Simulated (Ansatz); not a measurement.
H4NSSi, SMILES `[SiH3][N+]S` (excited triplet) (charge 1, multiplicity 3). This triplet is an excited state, 0.89 eV above the relaxed singlet at the level frozen-core CCSD(T)/cc-pVTZ // B3LYP-D3(BJ)/def2-TZVP (Ansatz, an electronic-structure program).

Level of theory: frozen-core CCSDT(Q)/6-31g // B3LYP-D3(BJ)/def2-TZVP (Ansatz).

Ansatz 0.2 input:
```yaml
crystal:
  periodic: [false, false, false]
  atoms:
    - { symbol: Si, position_ang: [-1.134524, 0.020582, 0.069708] }
    - { symbol: N, position_ang: [0.644833, -0.184449, -0.086831] }
    - { symbol: S, position_ang: [2.146842, -0.631177, 0.039947] }
    - { symbol: H, position_ang: [-1.402552, 0.025672, 1.514851] }
    - { symbol: H, position_ang: [-1.667693, -1.127551, -0.683661] }
    - { symbol: H, position_ang: [-1.3094, 1.321785, -0.604485] }
    - { symbol: H, position_ang: [2.722494, 0.575137, -0.24953] }
basis:
  gaussian: { orbitals: "6-31g" }
correlation:
  method: ccsdt_q
total_charge: 1
magnetization:
  spin_polarized: true
  initial_magnetization: 2
```

Output:

```
Functional definition: HF
979 factors; integrals over basis functions are off by at most 1.0e-7 eV
mean field evaluation 1: about -20205.9790 eV, gradient 2.6e1 eV
mean field evaluation 2: about -20205.9885 eV, gradient 2.6e1 eV
mean field evaluation 4: about -20210.4346 eV, gradient 4.0e0 eV
mean field evaluation 8: about -20210.8388 eV, gradient 2.0e-1 eV
mean field evaluation 16: about -20205.9717 eV, gradient 2.6e1 eV
mean field evaluation 32: about -20207.9987 eV, gradient 1.2e0 eV
mean field evaluation 64: about -20196.9153 eV, gradient 1.5e1 eV
mean field evaluation 96: about -20204.6367 eV, gradient 9.3e0 eV
mean field -20210.84105299 eV, -742.7347092974 hartree, gradient 2.9e-6 eV, S^2 2.033557; 2 other end points of the search recorded, 0 dependent functions left out
determinant -20210.84105299 eV, -742.7347092974 hartree, with singles and doubles -20216.80639166 eV, -742.9539314501 hartree
determinant -20208.03628632 eV, -742.6316360232 hartree, with singles and doubles -20213.68078658 eV, -742.8390675819 hartree
11 core orbitals not correlated
reference -20210.84105299 eV, -742.7347092974 hartree; 10, 8 occupied and 22, 24 virtual orbitals, 979 factors
second order -4.84128966 eV of doubles, -0.00000000 eV of singles
cycle   1  -5.44586278 eV  change   -6.0e-1 eV  update   1.0e-1
cycle   2  -5.89816688 eV  change   -4.5e-1 eV  update   4.4e-2
cycle   3  -6.10590683 eV  change   -2.1e-1 eV  update   3.1e-2
cycle   4  -6.11814273 eV  change   -1.2e-2 eV  update   1.2e-2
cycle   5  -6.12168982 eV  change   -3.5e-3 eV  update   5.1e-3
cycle   6  -6.12215895 eV  change   -4.7e-4 eV  update   2.0e-3
cycle   7  -6.12167052 eV  change    4.9e-4 eV  update   9.0e-4
cycle   8  -6.12227563 eV  change   -6.1e-4 eV  update   5.3e-4
cycle   9  -6.12257194 eV  change   -3.0e-4 eV  update   1.9e-4
cycle  10  -6.12250608 eV  change    6.6e-5 eV  update   9.3e-5
cycle  11  -6.12255525 eV  change   -4.9e-5 eV  update   3.8e-5
cycle  12  -6.12256284 eV  change   -7.6e-6 eV  update   1.8e-5
cycle  13  -6.12256417 eV  change   -1.3e-6 eV  update   7.0e-6
cycle  14  -6.12256486 eV  change   -6.9e-7 eV  update   3.6e-6
cycle  15  -6.12256417 eV  change    6.9e-7 eV  update   1.8e-6
cycle  16  -6.12256260 eV  change    1.6e-6 eV  update   8.8e-7
cycle  17  -6.12256199 eV  change    6.1e-7 eV  update   5.2e-7
perturbative correction -0.01159931 eV, -0.0004262668 hartree
Total energy: -20216.97521430 eV, -742.9601355674 hartree
```
